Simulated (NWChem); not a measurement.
C₂H₄CuN; SMILES [CuH]<-[N]#CC

Results from NWChem. Pople sets run with spherical d functions. Structure relaxed at the PBE0/def2-SVP level.

For level PBE0/STO-3G:

```yaml
highest occupied level (eV): -1.74
orbital gap (eV): 1.55
```

Q: Estimate the same quantities for level PBE0/6-31G*.

A: The highest occupied level (eV) is -5.09 and the orbital gap (eV) comes out as 4.71.
